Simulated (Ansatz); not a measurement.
Ansatz (an electronic-structure program) input (CCSD(T)/def2-SVPD):

Ansatz 0.2 input:
```yaml
crystal:
  periodic: [false, false, false]
  atoms:
    - {symbol: K, position_ang: [-0.00000000, -0.00000000, -0.89756538]}
    - {symbol: O, position_ang: [0.00000000, 0.00000000, 1.78623276]}
    - {symbol: H, position_ang: [0.00000000, 0.00000000, 2.76388022]}
basis:
  gaussian:
    orbitals: def2-SVPD
total_charge: 1
magnetization: {spin_polarized: true, initial_magnetization: 1}
correlation: {method: ccsd_t, electrons: outside_noble_gas}
output: {forces: true}
```

End of the output:

```
cycle   4  -4.66950356 eV  change    3.2e-4 eV  update   2.2e-3
cycle   5  -4.66980494 eV  change   -3.0e-4 eV  update   8.4e-4
cycle   6  -4.67032706 eV  change   -5.2e-4 eV  update   3.0e-4
cycle   7  -4.67039266 eV  change   -6.6e-5 eV  update   9.3e-5
cycle   8  -4.67038417 eV  change    8.5e-6 eV  update   3.6e-5
cycle   9  -4.67037910 eV  change    5.1e-6 eV  update   1.4e-5
cycle  10  -4.67037785 eV  change    1.3e-6 eV  update   5.0e-6
cycle  11  -4.67037762 eV  change    2.3e-7 eV  update   2.0e-6
perturbative correction -0.07819542 eV, -0.0028736287 hartree
the calculation of the forces begins
Total energy: -18352.95657428 eV, -674.4587140239 hartree
Atom 0 at    -0.000000    -0.000000    -0.897565 Å, force     0.000000     0.000000    -0.120841 eV/Å
Atom 1 at     0.000000     0.000000     1.786233 Å, force     0.000000    -0.000000     0.103370 eV/Å
Atom 2 at     0.000000     0.000000     2.763880 Å, force     0.000000     0.000000     0.017471 eV/Å
Dipole moment:     0.000000     0.000000    -0.390179 e Å
```
